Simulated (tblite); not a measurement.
Compound: C5H10AsB.
Numbering: `[AsH2:1][BH:2][C@@H:3]1[CH:4]=[CH:5][CH2:6][CH2:7]1` (hydrogens: H8, H9 on As1; H10 on B2; H11 on C3; H12 on C4; H13 on C5; H14, H15 on C6; H16, H17 on C7)

Computed with GFN2-xTB (tblite), gas phase: L-BFGS steps from a force-field or distance-geometry start until the largest atomic force falls under 0.01 eV/Å.

Step 56: E = -526.7178 eV
```
atom  x, y, z in Å  |  force x, y, z in eV/Å
As1     2.2744    0.3804    1.0455   -0.015   0.002   0.018
B2      1.5624   -0.2976   -0.6819   -0.024  -0.034  -0.005
C3      0.0265   -0.2106   -1.0717    0.029   0.024  -0.039
C4     -0.6777    1.0603   -0.6923    0.021   0.009  -0.005
C5     -1.4020    0.9359    0.4072   -0.005  -0.008  -0.001
C6     -1.3195   -0.4512    0.9678    0.014  -0.028   0.001
C7     -0.6870   -1.2626   -0.1720    0.028  -0.012  -0.015
H8      3.5008    0.9993    0.4420   -0.014  -0.021   0.009
H9      1.5713    1.7008    1.0419   -0.011   0.023  -0.009
H10     2.2493   -0.9872   -1.3474   -0.021   0.039   0.009
H11    -0.1435   -0.4345   -2.1297   -0.018  -0.012  -0.001
H12    -0.5630    1.9563   -1.2802    0.015   0.005   0.001
H13    -1.9705    1.7081    0.8975   -0.005   0.003  -0.029
H14    -0.6753   -0.4418    1.8585   -0.004  -0.048  -0.001
H15    -2.2926   -0.8511    1.2572    0.007   0.034   0.047
H16    -0.0003   -2.0258    0.2026   -0.004   0.009  -0.014
H17    -1.4603   -1.7668   -0.7549    0.006   0.015   0.034
```

Step 57: E = -526.7183 eV
```
atom  x, y, z in Å  |  force x, y, z in eV/Å
As1     2.2716    0.3832    1.0470   -0.021  -0.019   0.010
B2      1.5608   -0.2987   -0.6810    0.015  -0.023   0.020
C3      0.0270   -0.2107   -1.0724    0.015   0.005  -0.021
C4     -0.6767    1.0592   -0.6920    0.016   0.020   0.000
C5     -1.4012    0.9354    0.4072   -0.008  -0.018   0.000
C6     -1.3168   -0.4519    0.9678    0.009  -0.018   0.005
C7     -0.6877   -1.2632   -0.1742    0.006  -0.003   0.010
H8      3.4991    1.0003    0.4443   -0.014  -0.017   0.005
H9      1.5671    1.7016    1.0381   -0.012   0.037  -0.008
H10     2.2499   -0.9876   -1.3441   -0.019   0.031   0.000
H11    -0.1426   -0.4334   -2.1298   -0.021  -0.019  -0.028
H12    -0.5599    1.9547   -1.2793    0.010   0.027  -0.011
H13    -1.9706    1.7073    0.8971   -0.001   0.001  -0.029
H14    -0.6689   -0.4404    1.8559   -0.003  -0.054   0.000
H15    -2.2890   -0.8511    1.2626    0.018   0.031   0.038
H16    -0.0045   -2.0299    0.1989    0.005   0.009  -0.017
H17    -1.4646   -1.7628   -0.7560    0.005   0.010   0.023
```

Question: Estimate the geometry and energy of step 58. (The exact step hangs on the optimiser's Hessian estimate; all steps are aligned on step 57, rigid shifts and turns removed.)

Answer: E = -526.7188 eV, largest force 0.058 eV/Å
```
atom  x, y, z in Å  |  force x, y, z in eV/Å
As1     2.2680    0.3858    1.0488   -0.026  -0.026   0.006
B2      1.5593   -0.3006   -0.6794    0.041  -0.007   0.041
C3      0.0278   -0.2105   -1.0738   -0.005  -0.017   0.002
C4     -0.6755    1.0586   -0.6919    0.010   0.023   0.002
C5     -1.4000    0.9346    0.4073   -0.003  -0.021  -0.003
C6     -1.3133   -0.4528    0.9680    0.004  -0.001   0.009
C7     -0.6884   -1.2636   -0.1769   -0.017   0.009   0.029
H8      3.4964    1.0020    0.4468   -0.017  -0.016   0.004
H9      1.5614    1.7031    1.0347   -0.008   0.039  -0.007
H10     2.2499   -0.9894   -1.3396   -0.012   0.018  -0.011
H11    -0.1416   -0.4325   -2.1308   -0.021  -0.021  -0.044
H12    -0.5569    1.9537   -1.2788    0.004   0.041  -0.018
H13    -1.9705    1.7065    0.8961    0.003  -0.002  -0.025
H14    -0.6611   -0.4402    1.8529    0.002  -0.054   0.002
H15    -2.2841   -0.8504    1.2700    0.024   0.022   0.023
H16    -0.0089   -2.0344    0.1937    0.016   0.008  -0.018
H17    -1.4694   -1.7579   -0.7571    0.003   0.004   0.008
```

The energy changes by -0.0005 eV. The first-order estimate −F·Δx gives -0.0007 eV and the mean of the old and new forces, exact on a quadratic surface, -0.0005 eV. The step makes an angle of 76° with the force vector and moves no atom by more than 0.009 Å.

What follows is the cost of the whole relaxation. Hardware: one thread of an Arm Neoverse N1, shared host with 64 logical CPUs at a one-minute load of 60. Cost: 1.1 s of wall time.
